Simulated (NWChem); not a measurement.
# C$_{2}$H$_{3}$BF$_{2}$O; SMILES C=C(F)B(O)F

```xyz
9

C     -1.2770    -1.4361     0.0000
C     -0.1342    -0.7517     0.0000
F      1.0481    -1.4107     0.0000
B      0.0358     0.8088     0.0000
O      1.2521     1.3768     0.0000
F     -1.0378     1.5865     0.0000
H     -1.2939    -2.5290     0.0000
H     -2.2211    -0.8893     0.0000
H      1.9483     0.7085     0.0000
```
Atoms are numbered in this order, from 1.

Program: NWChem. Pople sets run with spherical d functions. Structure relaxed at the PBE0/def2-SVP level. Core excitations by TDA in a window of 1s orbitals, non-relativistic and unshifted: absolute energies depend strongly on the exact-exchange share.

For level O K edge, BHandHLYP/6-311G**:

| Item | Result |
|---|---|
| first 1s excitation (eV) | 532.0 |
| dipole oscillator strength of the first | 0.0199 |
| first state with f > 0.002 (eV) | 532.0 |
| dipole oscillator strength of that state | 0.0199 |

Q: How do the values read with level O K edge, PBE/6-311G** instead?

A: 
| Quantity | Value |
|---|---|
| first 1s excitation (eV) | 508.9 |
| dipole oscillator strength of the first | 0.0066 |
| first state with f > 0.002 (eV) | 508.9 |
| dipole oscillator strength of that state | 0.0066 |
